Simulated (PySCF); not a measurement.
```xyz
4

Br     2.1144    -0.8008     0.0203
Ga     0.0000    -0.0001    -0.0001
Br    -0.3640     2.2314     0.0204
Br    -1.7505    -1.4304    -0.0406
```

Charge 0, multiplicity 1.

Q: Give the Mulliken and meta-Löwdin atomic charges from M06-2X/def2-TZVP // PBE0-D3(BJ)/def2-TZVP in PySCF.

A: 
| atom | Mulliken (e) | meta-Löwdin (e) |
|---|---|---|
| Br1 | -0.22 | -0.23 |
| Ga2 | 0.67 | 0.68 |
| Br3 | -0.22 | -0.23 |
| Br4 | -0.22 | -0.23 |
